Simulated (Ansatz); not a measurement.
**One elementary step**

Start structure (CH$_{5}$GaO, singlet), relaxed at PBE0-D4/def2-TZVP:

Ga1  (0.052, -0.398, -0.618)
O2  (1.387, 0.595, -1.291)
H3  (-0.437, -1.597, -1.504)
C4  (-0.579, 0.190, 1.133)
H5  (1.696, 0.305, -2.151)
H6  (-1.640, 0.447, 1.094)
H7  (-0.016, 1.064, 1.464)
H8  (-0.463, -0.606, 1.872)
(Å)

The step: CH₅GaO ([CH3][GaH][OH]) → CH₃Ga ([CH3][Ga]) + H₂O; bonds formed: O2–H3; bonds broken: Ga1–O2, Ga1–H3. Program: Ansatz 0.2.0. Basis: def2-TZVPP and def2-QZVPP. Cores are frozen in the correlated methods. Filled d shells of the heavier atoms are correlated. The def2 sets are not built for correlating such inner shells, so the correlated values are less sure here. Extrapolation: Hartree–Fock as exp(−7.88 √X), correlation as X^−2.97. Energies below are by CCSD(T) at an estimated basis limit (MP2 extrapolated from triple and quadruple zeta, plus CCSD(T) − MP2 in triple zeta).

Problem. What are the electronic barrier and the energy of the step, from the start structure to the end structure? (An estimate is asked for; the value comes from the calculation.)

Solution. By the calculation: Barrier 2.628 eV; step energy 1.108 eV (uphill); reverse barrier, their difference, 1.520 eV. Barrier and step energy count from the start structure, the reverse barrier from the end structure.

The saddle point: One imaginary mode of 1414i cm⁻¹.
| pair | start (Å) | saddle (Å) | end (Å) |
| --- | --- | --- | --- |
| O2–H3 | 2.86 | 1.41 | 0.96 |
| Ga1–O2 | 1.79 | 2.02 | 2.42 |
| Ga1–H3 | 1.57 | 1.64 | 3.00 |

Zero-point energy (harmonic, PBE0-D4): ZPE is 1.525 eV at the start and 1.425 eV at the saddle, so the barrier goes from 2.628 to 2.527 eV.

No T1 diagnostic of these runs exceeds 0.017. The restricted Hartree–Fock reference is unstable towards an unrestricted one at one or more of these structures.

Labels in which every atom is bracketed show which atoms are joined, not bond orders.

For scale, one of the runs: CCSD(T)/def2-TZVPP, 180 basis functions, launched by `ansatz run in.yaml --threads 2 --pin off --events-out ev --progress --plain --max-ram 4352MiB`. The run took 20 s on 2 CPU threads of an Intel Xeon 6975P-C (shared host), with 1.9 GiB of host memory at its peak.
